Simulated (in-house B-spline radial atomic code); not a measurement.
Values are calculated unless marked as measured or tabulated.
# Building a PAW p channel for N, r_c = 1.16 bohr

N, [He] 2s2 2p3, non-relativistic LDA (VWN5), spherical and spin-unpolarised, from a B-spline radial code for spherical atoms (atomic units; all potentials screened as in the neutral atom).

Two all-electron partial waves φ1, φ2 are integrated outwards at E1 = ε(2p) = -0.266297 and E2 = E1 + 2 hartree; φ1 is the bound orbital and φ2 has unit norm inside r_c = 1.159 bohr. Smooth partners are polynomials, r^2(a0 + a1 r² + a2 r⁴ + a3 r⁶), matched to φ and three derivatives at r_c, with no condition on the norm. The local potential is -7.72903 + (11.9414) r² + (-8.3948) r⁴ + (2.25561) r⁶ inside 0.9489 bohr and the all-electron one outside.

| wave | φ(r_c) | φ'(r_c) | a0 | a1 | a2 | a3 |
| --- | --- | --- | --- | --- | --- | --- |
| 1 | 0.7613654 | -0.168031 | 2.281276 | -2.446963 | 1.147056 | -0.2051632 |
| 2 | 0.1826535 | -3.170392 | 4.844727 | -6.985836 | 3.40559 | -0.6064559 |

Inside r_c the overlaps are <φi φj> = [[0.42050, 0.59578], [0.59578, 1.00000]] and, for the smooth waves, [[0.34139, 0.40976], [0.40976, 0.57570]]. With χj = (Ej − T − V_local) applied to smooth wave j, the program's quadrature gives the matrix B_ij = <smooth i, χj> as [[-0.19223, -0.61265], [-0.24061, -0.79937]].

**Question.** Check the match of the first wave, and find the augmentation charges q_ij.

**Answer.** At r_c the four terms are 3.06439, -4.41531, 2.78026, -0.66799, which sum to 0.7614, φ1(r_c) to rounding. q_ij is the all-electron overlap less the smooth one: [[0.07911, 0.18602], [0.18602, 0.42430]]. The smooth first wave has a norm of 0.3414 inside r_c against 0.4205, and q11 > 0 puts back the missing charge.

**Question.** B isn't symmetric. Show that D_ij = B_ij + Ej q_ij is.

**Answer.** Integrating by parts gives B12 − B21 = (E1 − E2) q12: -0.61265 − (-0.24061) = -0.37204, and −2 × (0.18602) = -0.37204. So D12 = -0.61265 + (1.733703)(0.18602) = -0.29014 and D21 = -0.24061 + (-0.266297)(0.18602) = -0.29014; D11 = -0.21330, D22 = -0.06377. The projectors, p = (B⁻¹)ᵀ χ, are dual to the smooth waves; det B = 0.0063.

Solving (T + V_local + Σ p D p) ψ = E (1 + Σ p q p) ψ in a sphere of 9 bohr gives these levels:

```tsv
all-electron	one projector	two projectors
-0.266287	-0.266287	-0.266287
0.087873	0.088169	0.087873
0.348743	0.350410	0.348745
0.754075	0.759877	0.754080
1.292440	1.307510	1.292440
```

**Question.** What does the second projector gain?

**Answer.** With one projector the errors are 0.00, +0.30, +1.67, +5.80, +15.07 millihartree. With two the errors are 0.00, 0.00, 0.00, 0.00, 0.00 millihartree. The scattering is exact at E1 and at E2 = 1.734, and over all levels compared the largest error is under 0.01 millihartree. The lowest eigenvalue of the overlap operator is 1 with one and 0.9382 with two projectors. The smooth orbital alone needs a cutoff of 18.7 hartree for 1 millihartree of kinetic energy, against 37.7 for a norm-conserving Troullier-Martins orbital of the same radius; part of the gain comes from giving up the norm, part from the simpler form.
